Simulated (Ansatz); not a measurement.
Wavefunction ladder for ClFH₄Si₃ (`F[Si@H]1[SiH2][Si@@H]1Cl`)

Cartesian coordinates in Å:
```
F 0.340 0.513 2.711
Si 0.088 -0.250 1.329
Si -1.244 0.305 -0.502
Si 1.096 0.037 -0.700
Cl 2.206 -1.349 -1.730
H -0.172 -1.689 1.589
H -2.310 -0.665 -0.861
H -1.619 1.695 -0.867
H 1.614 1.403 -0.969
```

The species carries charge 0 and has multiplicity 1. All single points use the PBE0-D4/def2-TZVP geometry. Frozen core, restricted reference, Ansatz 0.2.0. CBS rows extrapolate triple and quadruple zeta; past MP2 they add the triple-zeta difference.

| basis | HF (Eh) | MP2 corr. | CCSD corr. | (T) | CCSD(T) total |
| --- | --- | --- | --- | --- | --- |
| def2-SVP | ? | -0.59821 | ? | ? | ? |
| def2-TZVPP | ? | -0.78977 | -0.84809 | -0.03450 | ? |
| def2-QZVPP | -1428.25810 | -0.86180 | – | – | – |
| CBS(def2) | -1428.26413 | -0.91515 | -0.97348 | as TZ | -1429.27211 |

**Question.** Fill in the withheld values. (Estimate.)

**Answer.** Computed: def2-SVP HF (Eh): -1427.60911; def2-SVP CCSD corr.: -0.65557; def2-SVP (T): -0.01772; def2-SVP CCSD(T) total: -1428.28240; def2-TZVPP HF (Eh): -1428.21429; def2-TZVPP CCSD(T) total: -1429.09688.
